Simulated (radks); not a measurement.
Problem. These are the eigenvalues of the occupied orbitals of an atom or ion with whole-number occupations (eV). Method: Dirac Kohn-Sham, BLYP, spin-unpolarised, spherical densities, point nucleus; computed with a radial shooting solver on a logarithmic mesh with Libxc functionals.

orbital  eigenvalue
1s1/2     -46652.46
2s1/2     -7630.393
2p1/2     -7233.217
2p3/2     -6630.103
3s1/2     -1681.294
3p1/2     -1510.430
3p3/2     -1388.332
3d3/2     -1092.037
3d5/2     -1065.515
4s1/2     -344.1698
4p1/2     -278.7005
4p3/2     -251.8844
4d3/2     -144.2019
4d5/2     -139.4165
5s1/2      -56.3337
5p1/2      -38.7882
5p3/2      -35.2211
4f5/2      -15.6674

Which element is it, and in what charge state? The configuration may be excited. Open shells, if any, fill j = l - 1/2 first.

Solution. Z = 62, samarium, charge +2: Sm2+ in [Xe] 4f6. The list shows which subshells hold electrons but not how many an open one holds; the 1s level, -1714.4 hartree, gives Z - s = 58.6 by -(Z - s)^2/2, which with screening and relativity narrows Z to a few neighbours, and the depths of the outer levels then fix element, charge and occupations together.
